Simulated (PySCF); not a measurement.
Level of theory: ωB97X-D3(BJ)/def2-TZVP // PBE0-D3(BJ)/def2-TZVP run with PySCF. Gas-phase values, no solvent. Excitations are Tamm–Dancoff values on a coarser integration grid. The basis has no diffuse functions, so Rydberg states are missing or too high.

Reference species (SMILES): `B=C=C` (neutral, multiplicity 1).

| Item | Value |
|---|---|
| S1 excitation (TDA) | 1.79 eV |
| dipole moment | 0.54 D |
| S1–T1 gap (TDA) | 0.36 eV |
| S1 oscillator strength | 0.000 |

Changed species: `C1=CB1`.

Give the shifts of the S1 excitation (TDA), dipole moment, S1–T1 gap (TDA) and S1 oscillator strength.

the S1 excitation (TDA) goes up by 4.13 eV, to 5.92 eV; the dipole moment rises by 0.64 D, to 1.18 D; the S1–T1 gap (TDA) rises by 0.24 eV, to 0.60 eV; the S1 oscillator strength hardly moves.
